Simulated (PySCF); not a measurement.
# Chlorine: a sound run and one with changed settings

Sound run: Cl⁺ [Ne] 3s2 3p4, Cl²⁺ [Ne] 3s2 3p3. Computed with PySCF 2.14 in 6-31G* (4s3p1d, 18 functions), with no relativity, point nucleus. The sound run starts from symmetry-adapted Hartree-Fock orbitals and uses a fine grid where one is needed.

Changed run: initial guess atom, at most 3 SCF cycles. This setting is unsound on purpose.

| species | method | sound run (hartree) | changed run (hartree) | converged |
| --- | --- | --- | --- | --- |
| Cl⁺ | UHF | -459.01354 | -459.01340 | no |
| Cl⁺ | M06-2X | -459.61910 | -459.61906 | no |
| Cl⁺ | BP86 | -459.67533 | -459.67533 | no |
| Cl²⁺ | UHF | -458.18678 | -458.18664 | no |
| Cl²⁺ | M06-2X | -458.74383 | -458.74380 | no |
| Cl²⁺ | BP86 | -458.79417 | -458.79416 | no |

The SCF was stopped early; the energies are upper bounds that still move, and correlated levels were skipped or rest on poor orbitals.
